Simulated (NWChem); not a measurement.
**Basis-set convergence for ClFGe**

```xyz
3

Ge    -0.5848    -0.3018     0.0000
F      0.6007    -1.5890     0.0000
Cl     0.7827     1.4093     0.0000
```
Charge 0, spin multiplicity 1.

The numbers come from NWChem runs, not from measurements. All single points use one geometry, from PBE0/def2-SVP, a minimum by its harmonic frequencies.

Quantity: LUMO energy at the level PBE.

The Hamiltonian is non-relativistic. The Pople sets run with spherical d functions. The structure started from a generated list of species.

```csv
basis,functions,LUMO energy (eV)
STO-3G,32,-0.53
pcseg-1,59,-3.72
cc-pVDZ,59,?
aug-cc-pVDZ,86,-3.73
aug-pcseg-1,86,?
6-311G**,88,-3.67
pcseg-2,107,-3.66
def2-TZVP,116,?
def2-TZVPD,140,-3.69
aug-cc-pVTZ,155,-3.70
```

**Question.** Some entries are withheld; supply them.

**Answer.** 
- cc-pVDZ, LUMO energy (eV): -3.48
- aug-pcseg-1, LUMO energy (eV): -3.78
- def2-TZVP, LUMO energy (eV): -3.61
